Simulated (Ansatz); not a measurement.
disilazane cation (H7NSi2), SMILES [SiH3]N[SiH3] (connectivity only; charge and spin as stated), charge +1, multiplicity 2. Atoms are numbered in the order given.

```xyz
10

Si     1.6322    -0.2240     0.3325
N     -0.0377    -0.4810    -0.3886
Si    -1.6157     0.4325    -0.1646
H      2.4954    -0.0772    -0.8693
H      1.5161     0.9715     1.1888
H      1.8762    -1.5050     1.0490
H     -0.1009    -1.2832    -1.0353
H     -2.5483    -0.6249     0.3078
H     -1.9286     0.8836    -1.5476
H     -1.3202     1.5059     0.8030
```
Charge +1, spin multiplicity 2.

Coordinates come from a B3LYP-D3(BJ)/def2-SVP optimisation. The multiplicity is an assumed one; other spin states were not compared.

Two levels are set side by side: PBE-D3(BJ)/def2-SVP (Ansatz, a quantum-chemistry and plane-wave program) and B3LYP-D3(BJ)/def2-SVP (Ansatz). Each level has its own optimised geometry; the coordinates shown are those of the second. Differences are taken from unrounded values.

| quantity | B3LYP-D3(BJ) | PBE-D3(BJ) | PBE-D3(BJ) minus B3LYP-D3(BJ) |
|---|---|---|---|
| mean bond length (Å) | 1.512 | 1.520 | 0.008 |
| bond Si1–N2 (Å) | 1.837 | 1.819 | -0.018 |
| bond N2–Si3 (Å) | 1.837 | 1.819 | -0.018 |
| bond Si1–H4 (Å) | 1.487 | 1.506 | 0.019 |
| bond Si1–H5 (Å) | 1.475 | 1.488 | 0.013 |
| bond Si1–H6 (Å) | 1.488 | 1.508 | 0.020 |
| bond N2–H7 (Å) | 1.032 | 1.038 | 0.006 |
| bond Si3–H8 (Å) | 1.487 | 1.506 | 0.019 |
| bond Si3–H9 (Å) | 1.488 | 1.508 | 0.020 |
| bond Si3–H10 (Å) | 1.475 | 1.488 | 0.013 |

GGA bonds tend to be longer and softer than those of functionals with exact exchange. Differences between two approximate levels are no errors against the true value.
